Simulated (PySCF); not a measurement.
SMILES c1(cccc(F)c1)Cl (GFN2-xTB optimised geometry):

```
12

F     -1.665     2.241     0.000
C     -0.997     1.073     0.000
C     -1.711    -0.112     0.000
C     -1.008    -1.305     0.000
C      0.376    -1.311     0.000
C      1.063    -0.107     0.000
Cl     2.788    -0.107     0.000
C      0.386     1.103     0.000
H     -2.788    -0.089     0.000
H     -1.545    -2.241     0.000
H      0.921    -2.241     0.000
H      0.911     2.044     0.000
```

Level of theory: B3LYP/def2-TZVP run with PySCF.

Q: What are the frontier orbital energies and the dipole moment?

A: HOMO-2 -8.86 eV, HOMO-1 -7.50 eV, HOMO -7.09 eV, LUMO -1.01 eV, LUMO+1 -0.70 eV; dipole moment 1.53 D.

Meta-Löwdin charges at B3LYP/def2-TZVP: F1 -0.27, C2 0.31, C3 -0.16, C4 -0.10, C5 -0.14, C6 0.03, Cl7 -0.04, C8 -0.17, H9 0.14, H10 0.13, H11 0.13, H12 0.14.
